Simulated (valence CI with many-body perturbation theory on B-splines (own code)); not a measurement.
## Energy levels of Hg XLVIII

Computed by configuration interaction combined with many-body perturbation theory (CI+MBPT): five valence electrons over a frozen Dirac-Fock core [Ar] 3d10, a basis of 11 s, 11 p, 10 d, 8 f, 5 g, 2 h functions for each j, with the one-electron correlation potential Σ1 (screened to all orders), the two-electron term Σ2, the three-electron term Σ3, Breit, model QED; selected single and double excitations, second order for the rest, scaled by the run's own slope (own B-spline code, finite nucleus).

No measured spectrum was set against this ion. As an estimate, large intervals hold to a few tenths of a per cent, small ones and those within an open d or f shell to about a per cent. Among the levels kept, up to 2000 cm⁻¹ of a level comes from second order outside the variational space, and about a tenth of that is noise between levels of different J, which matters for small intervals.

Levels 46 to 90 of 176, with energies above the lowest level, (4s^2 4p1/2^2 4p3/2) J=3/2. "Leading %" is the weight of the configuration and term that name the level; weights of strongly mixed levels are sums over their largest components and can fall short. In the jj column 3d3/2^4 stands for four electrons in 3d with j = 3/2. Lifetimes count E1, E2, E3, M1 and M2 decay at the calculated energies, and are blank where another channel may lead or the interval is too uncertain; long ones can be off by a factor of two.

| No. | Configuration | Term | J | E (Ry) | Leading % | g | Lifetime | Leading jj |
| --- | --- | --- | --- | --- | --- | --- | --- | --- |
| 46 | 4s²4p²4d | ²F | 7/2 | 34.932 | 47 | 1.116 | 523 fs | 4s^2 4p3/2^2 4d3/2 (95 %) |
| 47 | 4s4p³4d | ⁴D° | 7/2 | 35.226 | 28 | 1.196 | 1.03 ps | 4s 4p1/2^2 4p3/2 4d5/2 (90 %) |
| 48 | 4s4p³4d | ²P° | 1/2 | 35.530 | 47 | 0.629 | 2.05 ps | 4s 4p1/2^2 4p3/2 4d5/2 (94 %) |
| 49 | 4s²4p²4d | ²D | 3/2 | 35.631 | 69 | 0.852 | 501 fs | 4s^2 4p3/2^2 4d3/2 (93 %) |
| 50 | 4s4p³4d | ²P° | 3/2 | 35.751 | 26 | 1.345 | 1.03 ps | 4s 4p1/2^2 4p3/2 4d5/2 (91 %) |
| 51 | 4s4p³4d | ²D° | 5/2 | 35.941 | 27 | 1.079 | 849 fs | 4s 4p1/2^2 4p3/2 4d5/2 (87 %) |
| 52 | 4s²4p²4d | ²F | 7/2 | 36.023 | 52 | 1.232 | 43.8 ps | 4s^2 4p3/2^2 4d5/2 (98 %) |
| 53 | 4s²4p²4d | ⁴F | 9/2 | 36.107 | 61 | 1.244 | 29.7 ns | 4s^2 4p3/2^2 4d5/2 (99 %) |
| 54 | 4s²4p4d² | ⁴G° | 5/2 | 36.263 | 48 | 0.759 | 958 fs | 4s^2 4p1/2 4d3/2^2 (91 %) |
| 55 | 4s²4p²4d | ²P | 1/2 | 36.356 | 52 | 1.288 | 10.5 ps | 4s^2 4p3/2^2 4d5/2 (91 %) |
| 56 | 4s²4p²4d | ²D | 5/2 | 37.205 | 75 | 1.204 | 548 ps | 4s^2 4p3/2^2 4d5/2 (98 %) |
| 57 | 4s²4p4d² | ⁴D° | 1/2 | 37.638 | 40 | 0.640 | 461 fs | 4s^2 4p1/2 4d3/2^2 (92 %) |
| 58 | 4s²4p²4d | ²P | 3/2 | 37.877 | 42 | 1.188 | 1.06 ps | 4s^2 4p3/2^2 4d5/2 (94 %) |
| 59 | 4s²4p4d² | ²D° | 3/2 | 37.993 | 37 | 0.775 | 246 fs | 4s^2 4p1/2 4d3/2^2 (90 %) |
| 60 | 4s²4p²4d | ²D | 5/2 | 38.213 | 52 | 1.167 | 767 fs | 4s^2 4p3/2^2 4d5/2 (92 %) |
| 61 | 4s²4p4d² | ⁴G° | 7/2 | 38.582 | 50 | 1.022 | 4.36 ps | 4s^2 4p1/2 4d3/2 4d5/2 (88 %) |
| 62 | 4s²4p4d² | ²D° | 5/2 | 38.706 | 22 | 1.062 | 2.92 ps | 4s^2 4p1/2 4d3/2 4d5/2 (88 %) |
| 63 | 4s²4p4d² | ²H° | 9/2 | 38.852 | 44 | 1.013 | 7.10 ps | 4s^2 4p1/2 4d3/2 4d5/2 (82 %) |
| 64 | 4s²4p4d² | ⁴D° | 3/2 | 38.897 | 38 | 1.188 | 2.45 ps | 4s^2 4p1/2 4d3/2 4d5/2 (85 %) |
| 65 | 4s²4p4d² | ⁴P° | 1/2 | 38.960 | 42 | 1.861 | 2.77 ps | 4s^2 4p1/2 4d3/2 4d5/2 (87 %) |
| 66 | 4p⁵ | ²P° | 3/2 | 39.328 | 76 | 1.268 | 646 fs | 4p1/2^2 4p3/2^3 (76 %) |
| 67 | 4s²4p²4f | ⁴G° | 7/2 | 39.983 | 38 | 0.961 | 2.93 ps | 4s^2 4p1/2 4p3/2 4f5/2 (75 %) |
| 68 | 4s²4p²4f | ⁴G° | 5/2 | 40.004 | 35 | 0.965 | 3.09 ps | 4s^2 4p1/2 4p3/2 4f5/2 (77 %) |
| 69 | 4s²4p4d² | ²F° | 7/2 | 40.097 | 21 | 1.082 | 503 fs | 4s^2 4p1/2 4d3/2 4d5/2 (58 %) |
| 70 | 4s²4p4d² | ⁴F° | 5/2 | 40.170 | 16 | 1.079 | 407 fs | 4s^2 4p1/2 4d3/2 4d5/2 (68 %) |
| 71 | 4s²4p²4f | ⁴F° | 3/2 | 40.215 | 56 | 0.633 | 3.84 ps | 4s^2 4p1/2 4p3/2 4f5/2 (83 %) |
| 72 | 4s²4p²4f | ⁴D° | 7/2 | 40.513 | 41 | 1.215 | 4.81 ps | 4s^2 4p1/2 4p3/2 4f7/2 (62 %) |
| 73 | 4s²4p4d² | ⁴D° | 3/2 | 40.519 | 22 | 1.283 | 349 fs | 4s^2 4p1/2 4d3/2 4d5/2 (80 %) |
| 74 | 4s²4p²4f | ⁴G° | 9/2 | 40.546 | 41 | 1.109 | 6.18 ps | 4s^2 4p1/2 4p3/2 4f7/2 (40 %) |
| 75 | 4s²4p²4f | ²F° | 5/2 | 40.756 | 41 | 1.025 | 1.30 ps | 4s^2 4p1/2 4p3/2 4f5/2 (71 %) |
| 76 | 4s²4p²4f | ²D° | 3/2 | 40.862 | 33 | 1.015 | 3.21 ps | 4s^2 4p1/2 4p3/2 4f5/2 (63 %) |
| 77 | 4s²4p²4f | ⁴F° | 9/2 | 40.960 | 35 | 1.211 | 3.52 ps | 4s^2 4p1/2 4p3/2 4f7/2 (65 %) |
| 78 | 4s²4p²4f | ²D° | 5/2 | 40.994 | 39 | 1.215 | 3.25 ps | 4s^2 4p1/2 4p3/2 4f7/2 (73 %) |
| 79 | 4s²4p4d² | ⁴D° | 7/2 | 41.001 | 23 | 1.230 | 2.07 ps | 4s^2 4p1/2 4d5/2^2 (38 %) |
| 80 | 4s²4p²4f | ²P° | 1/2 | 41.030 | 42 | 0.659 | 4.07 ps | 4s^2 4p1/2 4p3/2 4f5/2 (70 %) |
| 81 | 4s²4p²4f | ²G° | 9/2 | 41.131 | 18 | 1.169 | 3.51 ps | 4s^2 4p1/2 4p3/2 4f7/2 (45 %) |
| 82 | 4s²4p²4f | ²F° | 7/2 | 41.214 | 41 | 1.144 | 1.98 ps | 4s^2 4p1/2 4p3/2 4f7/2 (69 %) |
| 83 | 4s²4p²4f | ²H° | 11/2 | 41.323 | 58 | 1.160 | 4.56 ps | 4s^2 4p1/2 4p3/2 4f7/2 (95 %) |
| 84 | 4s4p³4d | ⁴D° | 3/2 | 41.361 | 22 | 1.219 | 1.12 ps | 4s 4p1/2 4p3/2^2 4d3/2 (58 %) |
| 85 | 4s4p³4d | ⁶D° | 1/2 | 41.363 | 29 | 1.760 | 1.49 ps | 4s 4p1/2 4p3/2^2 4d3/2 (69 %) |
| 86 | 4s4p³4d | ⁴F° | 5/2 | 41.414 | 18 | 1.160 | 1.88 ps | 4s 4p1/2 4p3/2^2 4d3/2 (49 %) |
| 87 | 4s²4p²4f | ²P° | 3/2 | 41.537 | 26 | 1.279 | 2.08 ps | 4s^2 4p1/2 4p3/2 4f7/2 (48 %) |
| 88 | 4s4p⁴ | ²S | 1/2 | 41.564 | 33 | 1.824 | 436 fs | 4s 4p3/2^4 (92 %) |
| 89 | 4s²4p²4f | ²D° | 5/2 | 41.637 | 27 | 1.151 | 2.10 ps | 4s^2 4p1/2 4p3/2 4f7/2 (51 %) |
| 90 | 4s4p³4d | ⁴F° | 7/2 | 42.005 | 26 | 1.192 | 1.26 ps | 4s 4p1/2 4p3/2^2 4d3/2 (68 %) |

Where two levels of one J and parity lie close, their mixing, g and order are uncertain.
